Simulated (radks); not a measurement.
Results of a calculation; reference values are marked as such.
Question: Coherent X-ray form factor from a spherical all-electron density. Level of theory: non-relativistic Kohn-Sham, TPSS, spin-polarised, spherical densities, point nucleus; meta-GGA in the generalised Kohn-Sham scheme (a radial shooting solver on a logarithmic mesh with Libxc functionals).

sin(theta)/lambda (1/angstrom)  f0 (electrons)
0.05                                    48.599
0.1                                     47.450
0.15                                    45.694
0.2                                     43.522
0.25                                    41.127
0.3                                     38.670
0.4                                     33.973
0.5                                     29.848
0.6                                     26.363
0.8                                     21.204
1                                       17.948
1.25                                    15.209
1.5                                     12.888
2                                        8.898

The species is in the configuration that NIST lists as its ground one. Which atom or ion scatters so?

Answer: The barium ion Ba7+, [Kr] 4d10 5s2 5p1. Extrapolating in s^2 from the first two rows gives f0(0) = 49.0, near the electron count 49; among species with that count, the fall with angle is slower the higher Z, and the table is that of Z = 56; from so few rows the species is fixed only to a neighbour or two.
